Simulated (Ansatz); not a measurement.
`[NH2][Ta](=[S])([Cl])[Cl]` + CH₄ → `[CH3][Ta]([NH2])(=[S])[Cl]` + HCl  (formal exchange of groups at a Ta–Cl bond)

Gas-phase electronic energies from Ansatz, PBE0-D4/def2-TZVP geometries. CCSD(T)/CBS adds triple-zeta CCSD(T) − MP2 to the extrapolated MP2 energy (def2 sets, frozen cores). This one scheme is used for every species. DFT in def2-TZVPP. HSE06 is defined as in plane-wave codes. Elements past krypton have def2 core potentials. For Ta outer-core shells are correlated without core-valence functions, which leaves a few kJ/mol of doubt a bond. One conformer a species, not always the lowest.

`[NH2][Ta](=[S])([Cl])[Cl]`:

Z-matrix (Å, degrees):
```
Ta
S 1 2.146
Cl 1 2.293 2 111.1
N 1 1.942 2 104.8 3 118.1
Cl 1 2.293 2 111.1 3 -123.8
H 4 1.009 1 126.4 2 -0.0
H 4 1.013 1 122.6 2 180.0
```

CH₄:

```xyz
5

C     0.000    0.000    0.000
H    -0.415   -0.295   -0.964
H     0.879    0.624   -0.158
H     0.283   -0.890    0.561
H    -0.747    0.561    0.561
```

`[CH3][Ta]([NH2])(=[S])[Cl]`:

Cartesian coordinates in Å:
```
C -0.986 -1.134 -0.419
Ta 0.469 0.437 -0.487
N 0.728 0.984 1.367
S 2.297 -0.497 -1.139
Cl -0.347 2.087 -1.873
H -1.933 -0.752 -0.017
H -0.662 -1.979 0.194
H -1.165 -1.503 -1.435
H 0.042 1.518 1.885
H 1.557 0.839 1.924
```

HCl:

Z-matrix (Å, degrees):
```
Cl
H 1 1.279
```

Question: Is it downhill or uphill in electronic energy at CCSD(T)/CBS, and by how much? (An estimate is asked.)

Answer: Computed: Uphill: ΔE = +174.8 kJ/mol.

Question: What do these levels give: LDA (SPW92), revPBE-D4, HSE06-D4, BHLYP-D4, ωB97M-V, PBE0, RPA@PBE/def2-TZVPP, HF/def2-TZVPP, CCSD/def2-TZVPP, CCSD(T)/def2-TZVPP, HF/def2-QZVPP, HF/CBS(def2)? (Estimate.)

Answer: Ansatz gave: LDA (SPW92) 173.8, revPBE-D4 178.7, HSE06-D4 178.3, BHLYP-D4 184.5, ωB97M-V 175.2, PBE0 178.0, RPA@PBE/def2-TZVPP 169.7, HF/def2-TZVPP 183.5, CCSD/def2-TZVPP 171.1, CCSD(T)/def2-TZVPP 173.8, HF/def2-QZVPP 182.8, HF/CBS(def2) 182.7 kJ/mol.

Largest T1 diagnostic among the species: 0.020.

Leaving LDA and LC-ωPBE aside and taking each functional with its dispersion term where it has one, the values, not all of them listed here, spread over 11.4 kJ/mol, from ωB97M-V to B97M-V. LDA lies −3.9 kJ/mol from PBE without D4. At CCSD(T), def2-SVP lies +7.2 kJ/mol from the extrapolated value and def2-TZVPP −1.1 kJ/mol.
